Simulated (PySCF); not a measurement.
Gas-phase XPS of `C#C[C@@H]1CC[BH2-][N+]1(C)C`, computed

Species: C7H14BN.
SMILES with atom numbers: `[CH:1]#[C:2][C@@H:3]1[CH2:4][CH2:5][BH2-:6][N+:7]1([CH3:8])[CH3:9]`

Computed with delta-SCF UKS SCAN, pcX-2 on the ionised atom, pcseg-1 elsewhere, spin-free X2C (PySCF). Each binding energy is the total energy of the core-ionised species, with the hole localised on one atom, minus that of the ground state; both are solved self-consistently, so orbital relaxation is included.

Question: List the computed XPS lines with their assignment.

Answer: 
| atom(s) | environment | level | binding energy (eV) | above the level's lowest (eV) | count |
| --- | --- | --- | --- | --- | --- |
| B6 | four-coordinate boron | B 1s | 193.46 | 0.00 | 1 |
| C5 | sp3 carbon bound to boron | C 1s | 289.08 | 0.00 | 1 |
| C4 | ring CH2 carbon | C 1s | 290.45 | +1.37 | 1 |
| C1 | terminal alkyne carbon | C 1s | 290.53 | +1.45 | 1 |
| C2 | alkyne carbon | C 1s | 290.97 | +1.89 | 1 |
| C8 | N-methyl carbon | C 1s | 291.82 | +2.74 | 1 |
| C9 | N-methyl carbon | C 1s | 291.88 | +2.80 | 1 |
| C3 | sp3 carbon bound to nitrogen | C 1s | 292.30 | +3.22 | 1 |
| N7 | nitrogen bonded to B and 3 C | N 1s | 406.51 | 0.00 | 1 |

Lowest listed C 1s: C5, bonded to C, 2 H and B. Highest, 3.22 eV above it: C3, bonded to N, 2 C and H. The widest gap between neighbouring values is 1.37 eV, between 289.08 and 290.45 eV. Summing the Pauling electronegativity differences to the bonded atoms, each weighted by its formal bond order, gives -1.21 for the lowest site and +0.14 for the highest; no listed site has a larger sum than the highest.

Question: Which photon wavelength matches the N 1s of N7 threshold?

Answer: λ = hc/E = 12398.42 eV Å / 406.51 eV = 30.500 Å.

The unrestricted hole states depart most from a pure doublet (⟨S²⟩ = 0.75; over 0.85 named) for C 1s of C2 (0.86), which makes this value less certain. One conformer (not necessarily the lowest) at the PBE0-D3(BJ)/def2-SVP geometry, without solvent, vibrations or thermal averaging.
